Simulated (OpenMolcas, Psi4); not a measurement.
**How basis sets differ on TiHCl3O (SMILES Cl[Ti](Cl)(Cl)O)**

TiHCl3O has 6 atoms, charge 0, and is taken as a singlet. SMILES: `Cl[Ti](Cl)(Cl)O`. The coordinates come from a PBE0-D4/def2-TZVP relaxation.

Quantity: the HOMO–LUMO gap, in eV. The values are calculated.

| level | kind | program | value (eV) | CPU time |
| --- | --- | --- | --- | --- |
| HF/ANO-R0 (sfX2C) | Hartree–Fock | OpenMolcas | 12.16 | 8.3 s |
| HF/ANO-RCC-MB (DKH2) | Hartree–Fock | OpenMolcas | 12.41 | 6.7 s |
| HF/ANO-S-MB | Hartree–Fock | OpenMolcas | 12.02 | 5.2 s |
| HF/STO-3G | Hartree–Fock | OpenMolcas | 16.31 | 5.1 s |
| HF/3-21G | Hartree–Fock | OpenMolcas | 12.56 | 9.3 s |
| HF/def2-SVP | Hartree–Fock | Psi4 | 12.84 | 5.4 s |

The values span 12.02 to 16.31 eV. A Hartree–Fock LUMO above zero doesn't converge with the basis: it sinks as sets grow more diffuse. Orbital gaps aren't excitation energies. Times are those of the runs behind each value, whatever else they computed, on shared processors of several kinds: orders of magnitude only.
